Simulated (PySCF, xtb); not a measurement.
H4OSe2Si, SMILES [SiH3]O[Se][SeH]. Atoms are numbered in the order given.

```xyz
8

Se    -0.4235     0.3513     0.8581
Se     1.1397     1.0468    -0.6802
H      2.3323     0.8751     0.1759
O     -0.4396    -1.4514     0.6578
Si    -1.3190    -2.1271    -0.6123
H     -2.7646    -1.7679    -0.5024
H     -1.1386    -3.5996    -0.4851
H     -0.7955    -1.6534    -1.9280
```

Geometry optimised at PBE0-D3(BJ)/def2-SVP. The values are those of a single conformer.

Computed with IEF-PCM-PBE0/def2-SVP (PySCF).

The values are the electrostatic part of the solvation free energy, E(continuum) − E(gas) at the gas-phase geometry, in a cavity of scaled van der Waals radii (PySCF's table); cavitation and dispersion terms are not included. In vacuum the orbital gap is 5.48 eV. The dipole moment in vacuum is 0.83 D.

```json
[
 {"solvent": "water", "ε": "78.36", "ΔG(elec) (kcal/mol)": "-2.8", "dipole (D)": "1.22", "gap (eV)": "5.57"},
 {"solvent": "chlorobenzene", "ε": "5.70", "ΔG(elec) (kcal/mol)": "-2.1", "dipole (D)": "1.12", "gap (eV)": "5.55"},
 {"solvent": "methanol", "ε": "32.61", "ΔG(elec) (kcal/mol)": "-2.7", "dipole (D)": "1.20", "gap (eV)": "5.57"}
]
```

For comparison, GFN2-xTB/ALPB(water) (xtb, at the GFN2-xTB geometry, all terms of that model) gives 0.4 kcal/mol.
